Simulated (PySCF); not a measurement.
A calculated (M06-L, PySCF 2.14, ANO-RCC-VTZP, scalar relativity by spin-free X2C-1e) atom or ion has these occupied shells.

```tsv
shell	electrons	orbital energy (eV)	rms radius, mean of both spins (bohr)
1s β	1	-75931.3	0.0197
1s α	1	-75931.3	0.0197
2s α	1	-13316.6	0.0796
2s β	1	-13316.4	0.0796
2p α	3	-11609.0	0.0727
2p β	3	-11608.8	0.0727
3s α	1	-3130.4	0.203
3s β	1	-3130.3	0.203
3p α	3	-2624.9	0.205
3p β	3	-2624.8	0.205
3d α	5	-2047.4	0.188
3d β	5	-2047.2	0.188
4s α	1	-675.51	0.450
4s β	1	-675.37	0.450
4p α	3	-507.80	0.479
4p β	3	-507.71	0.479
4d α	5	-295.59	0.514
4d β	5	-295.48	0.514
5s α	1	-99.752	1.04
5s β	1	-97.637	1.04
4f α	7	-63.357	0.591
4f β	7	-63.076	0.591
5p α	3	-56.983	1.21
5p β	3	-54.249	1.21
5d α	5	-8.131	1.88
6s α	1	-6.651	3.14
5d β	2	-6.505	1.88
6s β	1	-5.531	3.14
```

Problem. Name the element and its charge.

Solution. Ir (iridium, neutral), in [Xe] 4f14 5d7 6s2, high-spin 4F determinant.
